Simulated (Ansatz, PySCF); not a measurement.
Gas-phase reaction in SMILES: [SiH3]P -> [SiH2-]P + H+
Geometries: B3LYP-D3(BJ)/def2-TZVP minima from Ansatz (an electronic-structure program), one conformer each, not searched for the lowest.

Wanted: gas-phase deprotonation energy (enthalpy at 298 K, with B3LYP-D3(BJ) rigid-rotor harmonic-oscillator terms from PySCF), in kcal/mol. Correlated levels leave the core frozen unless marked. Spin-orbit coupling is left out. Non-relativistic. Anions need diffuse functions: aug- sets have them; def2-D sets add few; the other sets have none. Basis-set limits of correlation are two-point, X^-3; Hartree-Fock from the larger set. The bracket is a focal-point correction in the basis named.

| level | program | gas-phase deprotonation energy (kcal/mol) |
|---|---|---|
| HF/cc-pV(D+d)Z | Ansatz | 374.4 |
| B3LYP/def2-TZVPD | Ansatz | 364.9 |
| PBE0/STO-3G | Ansatz | 482.6 |
| PW6B95-D4/def2-TZVPD | PySCF + dftd4 | 364.3 |
| HSE06-D4/def2-TZVPD | Ansatz + dftd4 | 362.8 |
| LC-wPBE-D3(BJ)/def2-TZVPD | Ansatz + dftd3 | 369.3 |
| MP2/aug-cc-pV(T+d)Z | Ansatz | 364.3 |
| SCS-MP2/cc-pwCVTZ | Ansatz | 371.1 |
| CCSD(T)/aug-cc-pV(D+d)Z | Ansatz | 362.8 |
| RI-MP2/CBS(aug-cc-pV(T+d)Z,aug-cc-pV(Q+d)Z)+[CCSD(T)-MP2]/aug-cc-pV(T+d)Z | Ansatz | 364.5 |
